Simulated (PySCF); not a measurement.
Al(Cl)2(OH) (AlCl₂HO), SMILES [OH][Al]([Cl])[Cl].

The structure is a stationary point at PBE0-D3(BJ)/def2-SVP. A frequency run showed that this geometry is not a minimum. One conformer was computed; it need not be the lowest.

Level of theory: PBE0-D3(BJ)/def2-SVP run with PySCF.

Frequencies are harmonic and unscaled.

```csv
mode,ν (cm⁻¹),IR (km/mol),Raman (Å⁴/amu),depolarisation,moving atoms (share of kinetic energy)
1,351i,146.9,0.5,0.75,"H 81 %, O 18 %"
2,136,188.4,0.3,0.75,"H 75 %, O 18 %"
3,157,8.4,2.3,0.71,"Cl 71 %, Al 18 %, O 11 %"
4,218,2.8,2.5,0.75,"O 49 %, Cl 30 %, H 15 %"
5,239,9.6,0.0,–,"Al 66 %, H 16 %, Cl 10 %"
6,447,14.5,8.6,0.08,"Cl 67 %, O 17 %, Al 15 %"
7,629,187.6,0.9,0.75,"Al 68 %, Cl 32 %"
8,989,171.1,3.9,0.17,"O 52 %, Al 44 %"
9,4158,304.5,105.1,0.27,H 94 %
```
